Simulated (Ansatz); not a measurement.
C$_{2}$H$_{7}$Cl$_{2}$InO (`C[OH+][In-]([CH3])([Cl])[Cl]`). Charge 0, multiplicity 1. In: def2 effective core potential. The structure was optimised at the PBE0-D4/def2-TZVP level. It is one conformer, not always the lowest.

```xyz
13

C     1.304    1.137   -1.422
O     0.707    1.030   -0.125
In   -0.098   -0.960    0.747
C    -2.212   -0.804    0.923
Cl    1.370   -0.441    2.537
Cl    0.976   -2.341   -0.820
H     2.115    0.417   -1.541
H     1.664    2.155   -1.577
H     0.525    0.915   -2.149
H     1.363    1.229    0.559
H    -2.669   -0.912   -0.059
H    -2.579   -1.592    1.581
H    -2.464    0.167    1.348
```

Q: What is the dipole moment at PBE/def2-TZVPP? (Best estimate.)

A: Computed: 4.06 D, with components (-1.48, 3.29, -1.86) D in this frame, pointing from negative to positive charge.

Q: And with r2SCAN, B3LYP, ωB97M-V? (An estimate is asked.)

A: Computed: r2SCAN 4.18 D, B3LYP 4.14 D, ωB97M-V 4.13 D.

Q: Give the Mulliken charges with PBE, ωB97M-V, r2SCAN in def2-TZVPP. (An estimate is asked.)

A: The calculation gave: 
| atom | PBE | ωB97M-V | r2SCAN |
| --- | --- | --- | --- |
| C1 | -0.15 | -0.19 | -0.01 |
| O2 | -0.27 | -0.32 | -0.33 |
| In3 | 0.84 | 0.81 | 0.88 |
| C4 | -0.55 | -0.60 | -0.45 |
| Cl5 | -0.42 | -0.40 | -0.45 |
| Cl6 | -0.40 | -0.39 | -0.43 |
| H7 | 0.14 | 0.16 | 0.11 |
| H8 | 0.12 | 0.14 | 0.08 |
| H9 | 0.11 | 0.14 | 0.07 |
| H10 | 0.20 | 0.21 | 0.22 |
| H11 | 0.13 | 0.14 | 0.10 |
| H12 | 0.13 | 0.14 | 0.10 |
| H13 | 0.13 | 0.14 | 0.10 |

B3LYP here is the variant with VWN-RPA as its local correlation; programs differ in this.
